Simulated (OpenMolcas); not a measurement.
Mo3+: ligand-field states by method

Mo3+ with 6 ligands (water) in octahedral coordination (Th) at 2.09 Å. Ligand basis ANO-RCC-VDZP.

```yaml
Program: OpenMolcas
Basis: ANO-RCC-VDZP [6s5p3d1f]
Scalar_Hamiltonian: DKH2, point nucleus
Active_space: 3 electrons in 5 orbitals (4d)
State_averaging: 2S+1 = 4 even, 10 roots; 2S+1 = 2 even, 40 roots
Spin-orbit_coupling: RASSI with atomic mean-field integrals over the reference wave functions
```

I. CASSCF
II. SS-CASPT2, IPEA 0.25 Eh, imaginary shift 0.1 Eh (closed shells correlated: 4s 4p and the ligand valence shells)
III. SS-CASPT2, IPEA 0 Eh, imaginary shift 0.1 Eh (closed shells correlated: 4s 4p and the ligand valence shells)

Spin-free states (labels of O, taken over from Oh, the nearest higher group) in cm-1, each column counted from its own energy of the first state listed:

```tsv
State	Degeneracy	I	II	III
4A2	1	0	0	0
2E	2	14351	11500	11560
2T1	3	14896	11840	12000
2T2	3	22397	18290	18330
4T2	3	26357	26640	26030
4T1	3	34137	32960	32360
2A1	1	37932	35570	34300
2T2	3	40078	37770	36750
2T1	3	40536	38020	36850
2E	2	42201	39160	38230
2T1	3	45683	42000	40770
2T2	3	50382	45240	43950
2A2	1	52071	46640	45250
4T1	3	55750	56300	55990
2E	2	62029	55470	54640
2T1	3	66188	65110	64640
2T2	3	67635	65860	65670
2T1	3	72927	69500	68510
2T2	3	87188	80980	80520
2E	2	97356	96880	97970
```

From I to II, I's first state of the same spin (4T2) moves from 26357 to 26640 cm-1, by about +280 cm-1.

From I to II, I's first state of another spin (2E) moves from 14351 to 11500 cm-1, by about -2900 cm-1.

I: A least-squares ligand-field fit to the states below 45000 cm-1, each weighted by its degeneracy and with a free common offset, gives 10Dq = 26120 cm-1, B = 731 cm-1 and C = 2859 cm-1 (C/B = 3.91), with an rms deviation of 86 cm-1. The same method and metal basis give the free ion B = 802 cm-1 (fit to its terms below 60000 cm-1, rms deviation 39 cm-1), so the nephelauxetic ratio is β = 731 / 802 = 0.91; it hangs on how both fits weigh the states, and computed free-ion B values tend to be too large, so β mixes covalency with correlation.

II: A least-squares ligand-field fit to the states below 45000 cm-1, each weighted by its degeneracy and with a free common offset, gives 10Dq = 26446 cm-1, B = 558 cm-1 and C = 2305 cm-1 (C/B = 4.13), with an rms deviation of 119 cm-1. The same method and metal basis give the free ion B = 685 cm-1 (fit to its terms below 60000 cm-1, rms deviation 401 cm-1), so the nephelauxetic ratio is β = 558 / 685 = 0.81; it hangs on how both fits weigh the states, and computed free-ion B values tend to be too large, so β mixes covalency with correlation.

From I to II, 10Dq changes by +1 %, B by -24 % and C by -19 %.

χT at 300 K: I 1.78, II 1.78, III 1.77 cm3 K/mol.

Roots that are degenerate in the reference are averaged as groups; the widest CASPT2 spread within a group is 1500 cm-1 (the 3-fold group of multiplicity 2 near 65700 cm-1 above the lowest state of its run, III). Shifts and gaps below about the spread of the groups concerned are not significant. Over all roots computed the reference weight is 0.70 to 0.71 in II, 0.69 to 0.70 in III; a low but even weight reflects the number of correlated electrons. The least metal-like active orbital is 82 % on the metal (Löwdin) and no ligand orbital is active, so the numbers are rough. Ligand-to-metal charge-transfer states are missing. With no ligand orbital active B as a rule stays too high, so bands that hang on it stand too high and its fall with covalency is understated. Without dynamic correlation the repulsion within the d shell is too large (B by tens of per cent), so at a given field states of lower spin stand too high (holds for I). With metal d orbitals alone the field can be off either way by tens of per cent (holds for I). With one d shell and no ligand orbital active, 10Dq can be off by a tenth or more (holds for II; III). The distance lies 2 % over the 2.05 Å that this model takes as the normal distance (a Shannon-type radius plus a fixed donor radius); by an R⁻⁵ law this alone changes a d-shell field by about -9 %. No measured value stands beside these numbers; the geometry was imposed, not optimised, and the real ion may take another.
